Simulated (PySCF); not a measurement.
Species: C4H10FSi (doublet state).
Z-matrix (Å and degrees, GFN2-xTB geometry), rows numbered from 1:
```
F 
C   1  1.3477
C   2  1.4764  1  115.74
C   3  1.5347  2  110.93  1    70.26
C   4  1.5219  3  110.72  2    65.68
Si  5  1.9076  4  114.53  3   -54.98
H   2  1.0792  1  111.18  3  -146.67
H   3  1.0902  2  108.91  1  -168.65
H   3  1.0990  2  109.88  1   -49.60
H   4  1.0934  3  109.33  2  -172.38
H   4  1.0918  3  108.67  2   -54.97
H   5  1.0907  4  108.46  3  -177.29
H   5  1.0919  4  109.13  3    67.49
H   6  1.4753  5  104.46  4  -159.55
H   6  1.4661  5  112.01  4    86.97
H   6  1.4605  5  112.88  4   -44.65
```

The hyperfine couplings belong to this conformer and change with its torsions.

As a line formula: `F[CH]CCC[SiH3]` [radical].

Computed, not measured: UKS B3LYP, pcH-1 on C F H Si, non-relativistic, mean-field spin-orbit, GIAO in PySCF 2.14.0. Geometry: GFN2-xTB, one conformer, isolated molecule. Couplings are sensitive to structure, and on GFN2-xTB geometries they can be far from those on DFT ones. The SCF solution wasn't tested for stability.

Computed for the main isotopes (class means, splittings of 0.05 mT or more): g = 2.0038; F1 19F +149.4 MHz (5.33 mT); H8/H9 1H +52.7 MHz (1.88 mT); H14/H15/H16 1H +44.9 MHz (1.60 mT); H7 1H -27.3 MHz (0.97 mT); H10/H11 1H -2.6 MHz (0.09 mT); 144 first-order lines, 15.05 mT wide.

Question: What changes when 1H at H8/H9 is replaced by 2H at both sites?

Answer: At a fixed geometry a is proportional to g_N: 0.85744/5.58569 = 0.1535, so a goes from +52.7 to +8.1 MHz (0.289 mT). The spin goes from 1/2 to 1, so the 1:2:1 triplet becomes a 1:2:3:2:1 quintet. The spectrum then has 240 first-order lines over 12.45 mT.

Question: Where do the 13C satellites of C2 appear, and how strong are they?

Answer: a = +201.0 MHz, or 7.17 mT in magnitude, and I = 1/2, so to first order each main line has two satellites, at ±3.58 mT. The isotope's abundance is about 1.07 %, shared among 2 lines, so each has 0.54 % of the main line's intensity. At 340 mT second-order shifts move them to lower field by up to 0.04 mT.

Question: Where do the 13C satellites of C4 appear, and how strong are they?

Answer: a = +37.6 MHz, or 1.34 mT in magnitude, and I = 1/2, so to first order each main line has two satellites, at ±0.67 mT. The isotope's abundance is about 1.07 %, shared among 2 lines, so each has 0.54 % of the main line's intensity.

Question: Give position and intensity of the satellites from 13C at C3.

Answer: a = -13.0 MHz, or 0.46 mT in magnitude, and I = 1/2, so to first order each main line has two satellites, at ±0.23 mT. The isotope's abundance is about 1.07 %, shared among 2 lines, so each has 0.54 % of the main line's intensity.

Nuclei that the bonding pattern makes equivalent are averaged, as if the motion that swaps them (rotation, inversion, ring flip) were fast. The three 1H nuclei of mean +44.9 MHz run from 29.6 to 55.5 MHz in the frozen geometry. The 1H value of +52.7 MHz is a mean of couplings from 0.1 to 105.4 MHz in this one geometry, not an average over conformers.
